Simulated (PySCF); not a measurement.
Here is a computed PBE0-D3(BJ)/def2-SVP geometry (Å):
```
B 
N   1  1.3883
C   2  1.4459  1  127.74
B   3  1.5786  2  115.87  1   112.80
O   4  1.3349  3  119.72  2    -4.83
B   5  1.3355  4  168.91  3   -18.55
H   1  1.2096  2  118.82  3  -177.80
H   1  1.2111  2  118.96  3     2.24
H   2  1.0147  1  118.46  3   176.83
H   3  1.1077  2  111.64  1  -121.79
H   3  1.1054  2  108.85  1    -7.16
H   4  1.2108  3  121.75  2   175.47
H   6  1.2104  5  118.38  4   108.68
H   6  1.2094  5  118.79  4   -72.49
```
Z-matrix in Å and degrees, rows numbered from 1.

Charge 0, singlet.

Q: Read off the bonds between heavy atoms and their formal orders.

A: B1–N2 (single); N2–C3 (single); C3–B4 (single); B4–O5 (single); O5–B6 (single). Hydrogens: H7, H8 on B1; H9 on N2; H10, H11 on C3; H12 on B4; H13, H14 on B6.

Q: Write the SMILES.

A: `BNCBOB`, CH8B3NO.

Q: Name the point group.

A: C1 (no symmetry element, even within 0.4 Å).

Q: Describe the place of each heavy atom.

A: B1: three-coordinate boron; N2: boron-bound nitrogen; C3: sp3 carbon bound to nitrogen; B4: three-coordinate boron; O5: boron-bound oxygen; B6: three-coordinate boron.

Q: What is the arrangement about O5?

A: It has 2 neighbours (B4, B6) and is bent (angle 168.9°).

Q: What is the arrangement about B6?

A: It has 3 neighbours (O5, H13, H14) and is planar (angles 122.8°, 118.8° and 118.4°, sum 360.0°, 0.01 Å off the plane of its three neighbours).
